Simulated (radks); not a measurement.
Problem. All-electron atom: Hg I in [Xe] 4f13 5d9 6s2 6p2 (not the ground configuration). All-electron calculation, Dirac Kohn-Sham, PBE, spin-unpolarised, spherical densities, finite nucleus; open shells fill j = l - 1/2 first; Fermi nuclear charge, rms radius 5.4648 fm. Program: a radial shooting solver on a logarithmic mesh with Libxc functionals. Some entries of the table are withheld. Estimate them.

| orbital | occ. | eigenvalue (eV) | <r^2> (bohr^2) |
|---|---|---|---|
| 1s1/2 | 2 | -83018.75 | 0.0003810 |
| 2s1/2 | 2 | (1) | 0.005742 |
| 2p1/2 | 2 | -14130.87 | (2) |
| 2p3/2 | 4 | -12183.57 | (3) |
| 3s1/2 | 2 | -3514.035 | 0.03725 |
| 3p1/2 | 2 | -3246.419 | 0.03392 |
| 3p3/2 | 4 | -2815.120 | 0.04031 |
| 3d3/2 | 4 | -2370.389 | 0.03086 |
| 3d5/2 | 6 | -2278.002 | 0.03260 |
| 4s1/2 | 2 | -790.6048 | 0.1792 |
| 4p1/2 | 2 | -675.6161 | 0.1822 |
| 4p3/2 | 4 | -570.7067 | 0.2139 |
| 4d3/2 | 4 | -382.3407 | (4) |
| 4d5/2 | 6 | -362.6807 | (5) |
| 5s1/2 | 2 | -131.8294 | 0.8854 |
| 4f5/2 | 6 | -120.3131 | 0.2659 |
| 4f7/2 | 7 | -115.9893 | 0.2730 |
| 5p1/2 | 2 | -93.0614 | 1.022 |
| 5p3/2 | 4 | -73.6913 | 1.225 |
| 5d3/2 | 4 | -20.2297 | 2.077 |
| 5d5/2 | 5 | -17.9984 | 2.238 |
| 6s1/2 | 2 | -10.7427 | (6) |
| 6p1/2 | 2 | -3.9334 | 11.81 |
| 6p3/2 | 0 | -2.6865 | 16.07 |

Solution. 
(1) 2s1/2 eigenvalue (eV): -14722.81
(2) 2p1/2 <r^2> (bohr^2): 0.004054
(3) 2p3/2 <r^2> (bohr^2): 0.005240
(4) 4d3/2 <r^2> (bohr^2): 0.2238
(5) 4d5/2 <r^2> (bohr^2): 0.2348
(6) 6s1/2 <r^2> (bohr^2): 6.644
